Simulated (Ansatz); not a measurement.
C4H8BrClSi, singlet, geometry from GFN2-xTB, atoms displaced at random by about 0.08 Å a coordinate; PBE/STO-3G, gradient (Ansatz, an electronic-structure program).

Input for Ansatz:
Ansatz 0.2 input:
```yaml
crystal:
  periodic: [false, false, false]
  atoms:
    - {symbol: C, position_ang: [-2.68486537, -1.42690718, -0.93578115]}
    - {symbol: C, position_ang: [-2.05762490, -0.71554696, -0.06705352]}
    - {symbol: Si, position_ang: [-0.43617094, 0.04471689, -0.28277891]}
    - {symbol: Cl, position_ang: [-0.52750132, 2.14373049, 0.04211072]}
    - {symbol: Br, position_ang: [1.14135204, -0.73522111, 1.27572334]}
    - {symbol: C, position_ang: [0.39965205, -0.12429823, -1.94564017]}
    - {symbol: C, position_ang: [1.77901866, 0.54782276, -2.09983877]}
    - {symbol: H, position_ang: [-2.21337248, -1.23005220, -1.99052135]}
    - {symbol: H, position_ang: [-3.82807308, -1.91566519, -0.77181390]}
    - {symbol: H, position_ang: [-2.49207089, -0.63385505, 0.92016226]}
    - {symbol: H, position_ang: [-0.40098351, 0.32379614, -2.67897591]}
    - {symbol: H, position_ang: [0.37028903, -1.20733003, -2.06526436]}
    - {symbol: H, position_ang: [2.46289643, 0.05031707, -1.35691195]}
    - {symbol: H, position_ang: [2.17379646, 0.50850614, -3.08389844]}
    - {symbol: H, position_ang: [1.66929773, 1.69786528, -1.89881466]}
basis:
  gaussian:
    orbitals: STO-3G
hamiltonian:
  xc: pbe
output: {forces: true}
```

Output, abridged:

```
Functional definition: PBE
773 factors; integrals over basis functions are off by at most 3.6e-5 eV
mean field evaluation 1: about -93650.4889 eV, gradient 2.8e1 eV
mean field evaluation 2: about -93646.8774 eV, gradient 4.1e1 eV
mean field evaluation 4: about -93653.7757 eV, gradient 4.2e0 eV
mean field evaluation 8: about -93653.6594 eV, gradient 3.7e-2 eV
mean field -93653.65943053 eV, -3441.7085033417 hartree, gradient 2.4e-5 eV, S^2 0.000000; 0 other end points of the search recorded, 0 dependent functions left out
the calculation of the forces begins
reference -93653.65945949 eV, -3441.7085044059 hartree; 49, 49 occupied and 15, 15 virtual orbitals, 773 factors
Total energy: -93653.65945949 eV, -3441.7085044059 hartree
Atom 0 at    -2.684865    -1.426907    -0.935781 Å, force    -4.143212    -1.939012    -5.274441 eV/Å
Atom 1 at    -2.057625    -0.715547    -0.067054 Å, force     0.850149     1.452852     3.996807 eV/Å
Atom 2 at    -0.436171     0.044717    -0.282779 Å, force     3.177033     0.991561     1.662974 eV/Å
Atom 3 at    -0.527501     2.143730     0.042111 Å, force    -0.298456     0.082262     0.150750 eV/Å
Atom 4 at     1.141352    -0.735221     1.275723 Å, force    -1.352732     0.405231    -1.004579 eV/Å
Atom 5 at     0.399652    -0.124298    -1.945640 Å, force    -2.771216     1.058090    -1.475194 eV/Å
Atom 6 at     1.779019     0.547823    -2.099839 Å, force    -0.799050     1.898538     2.627096 eV/Å
Atom 7 at    -2.213372    -1.230052    -1.990521 Å, force    -1.587560    -1.728094     1.156360 eV/Å
Atom 8 at    -3.828073    -1.915665    -0.771814 Å, force     3.792122     1.378198    -0.742778 eV/Å
Atom 9 at    -2.492071    -0.633855     0.920162 Å, force    -0.146335     0.082248     1.084981 eV/Å
Atom 10 at    -0.400984     0.323796    -2.678976 Å, force     1.691474    -0.863986     0.910003 eV/Å
Atom 11 at     0.370289    -1.207330    -2.065264 Å, force     0.621645    -0.724337    -0.834974 eV/Å
Atom 12 at     2.462896     0.050317    -1.356912 Å, force    -0.053748     0.724796    -0.546069 eV/Å
Atom 13 at     2.173796     0.508506    -3.083898 Å, force     0.711061    -0.669339    -1.872737 eV/Å
Atom 14 at     1.669298     1.697865    -1.898815 Å, force     0.308826    -2.149007     0.161801 eV/Å
Dipole moment:    -0.351389    -0.478740    -0.436706 e Å
```
